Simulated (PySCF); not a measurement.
Choosing a molecule for a target property.

Species are written as SMILES; each is one conformer at its optimised geometry, gas phase, non-relativistic unless stated; the electronic structure was computed with PySCF and density fitting.

Dipoles, sizes and rotational constants follow the conformer. The torsions of the flexible species, by atom-mapped SMILES:
- `[O:1]=[S:2](=[O:3])([OH:4])[c:5]1[cH:6][n:7][cH:8][cH:9][n:10]1`: O1–S2–C5–C6 -17°, H–O4–S2–O1 159°
- `[CH:1]#[C:2]/[CH:3]=[C:4](/[CH3:5])[C:6]([F:7])=[C:8]=[O:9]`: C3–C4–C6–F7 180°
- `[CH3:1][CH2:2][O:3][CH2:4][O:5][C:6]([CH3:7])=[O:8]`: C1–C2–O3–C4 65°, C2–O3–C4–O5 69°, O3–C4–O5–C6 -105°, C4–O5–C6–C7 179°
- `[F:1][C:2]([F:3])([F:4])[c:5]1[cH:6][n:7][n:8][cH:9][n:10]1`: F1–C2–C5–C6 -44°
- `[F:1][C:2]([F:3])([F:4])[CH:5]([Cl:6])[Cl:7]`: F1–C2–C5–Cl6 -61°
- `[O:1]=[CH:2][c:3]1[cH:4][cH:5][cH:6][c:7]([F:8])[cH:9]1`: O1–C2–C3–C4 0°

(1) Wanted: dipole moment below 1.3 D (wB97X-D/def2-SVPD) and lowest triplet excitation (Tamm–Dancoff) below 3.3 eV (TDA wB97X-D/def2-SVPD), at GFN2-xTB geometries. Which candidate meets both?
A. `O=S(=O)(O)C1=NC=CN=C1` (C4H4N2O3S)
B. `CCOCOC(C)=O` (C5H10O3)
C. `C#C/C=C(/C)C(F)=C=O` (C7H5FO)
D. `NC#P` (CH2NP)
E. `FC(F)(F)c1cnncn1` (C4H2F3N3)

(2) Wanted: lowest singlet excitation between 3.2 eV and 3.6 eV (TDDFT wB97X-D/def2-SVPD) and electronic spatial extent ⟨r²⟩ about the centre of nuclear charge below 600 bohr² (wB97X-D/def2-SVPD), at GFN2-xTB geometries. Which candidate meets both?
A. `O=S(=O)(O)c1cnccn1` (C4H4N2O3S)
B. `c1(cccc(c1)F)C=O` (C7H5FO)
C. `FC(F)(F)c1cnncn1` (C4H2F3N3)
D. `NC#P` (CH2NP)
E. `C#C/C=C(/C)C(F)=C=O` (C7H5FO)
F. `O(COC(=O)C)CC` (C5H10O3)
G. `FC(F)(F)C(Cl)Cl` (C2HCl2F3)

(3) Wanted: static isotropic polarisability above 85 au (wB97X-D/def2-SVPD) and HOMO–LUMO gap above 8.6 eV (wB97X-D/def2-SVPD), at GFN2-xTB geometries. Which candidate meets both?
A. `NC#P` (CH2NP)
B. `FC(F)(F)C(Cl)Cl` (C2HCl2F3)
C. `FC(F)(F)c1cnncn1` (C4H2F3N3)
D. `C(C)OCOC(=O)C` (C5H10O3)
E. `c1(C=O)cc(F)ccc1` (C7H5FO)
F. `O=S(=O)(O)c1cnccn1` (C4H4N2O3S)

(4) Wanted: HOMO energy below -9.6 eV (wB97X-D/def2-SVPD) and smallest rotational constant below 0.9 GHz (GFN2-xTB), at GFN2-xTB geometries. Which candidate meets both?
A. `C#C/C=C(/C)C(F)=C=O`
B. `O=S(=O)(O)c1cnccn1`
C. `FC(F)(F)c1cnncn1`
D. `CCOCOC(C)=O`

Results:

(1) E. Computed values:
| species | dipole moment | lowest triplet excitation (Tamm–Dancoff) |
| --- | --- | --- |
| FC(F)(F)c1cnncn1 (C4H2F3N3) | 0.22 D | 2.37 eV |
| CCOCOC(C)=O (C5H10O3) | 1.13 D | 5.50 eV |
| C#C/C=C(/C)C(F)=C=O (C7H5FO) | 1.49 D | 1.96 eV |
| NC#P (CH2NP) | 3.00 D | 3.08 eV |
| O=S(=O)(O)C1=NC=CN=C1 (C4H4N2O3S) | 4.92 D | 3.46 eV |

(2) D. Computed values:
| species | lowest singlet excitation | electronic spatial extent ⟨r²⟩ about the centre of nuclear charge |
| --- | --- | --- |
| C#C/C=C(/C)C(F)=C=O (C7H5FO) | 2.30 eV | 1177 bohr² |
| FC(F)(F)c1cnncn1 (C4H2F3N3) | 3.05 eV | 1273 bohr² |
| NC#P (CH2NP) | 3.44 eV | 241 bohr² |
| c1(cccc(c1)F)C=O (C7H5FO) | 3.86 eV | 1218 bohr² |
| O=S(=O)(O)c1cnccn1 (C4H4N2O3S) | 4.10 eV | 1498 bohr² |
| O(COC(=O)C)CC (C5H10O3) | 5.97 eV | 1105 bohr² |
| FC(F)(F)C(Cl)Cl (C2HCl2F3) | 7.16 eV | 970 bohr² |

(3) F. Computed values:
| species | static isotropic polarisability | HOMO–LUMO gap |
| --- | --- | --- |
| NC#P (CH2NP) | 46.2 au | 8.91 eV |
| FC(F)(F)C(Cl)Cl (C2HCl2F3) | 54.9 au | 12.30 eV |
| FC(F)(F)c1cnncn1 (C4H2F3N3) | 65.4 au | 8.38 eV |
| C(C)OCOC(=O)C (C5H10O3) | 71.7 au | 11.68 eV |
| c1(C=O)cc(F)ccc1 (C7H5FO) | 83.4 au | 9.02 eV |
| O=S(=O)(O)c1cnccn1 (C4H4N2O3S) | 86.5 au | 9.27 eV |

(4) B. Computed values:
```
            species  HOMO energy  smallest rotational constant
 O=S(=O)(O)c1cnccn1    -10.06 eV                     0.755 GHz
        CCOCOC(C)=O     -9.82 eV                     1.156 GHz
   FC(F)(F)c1cnncn1     -9.47 eV                     0.846 GHz
C#C/C=C(/C)C(F)=C=O     -7.98 eV                     0.920 GHz
```
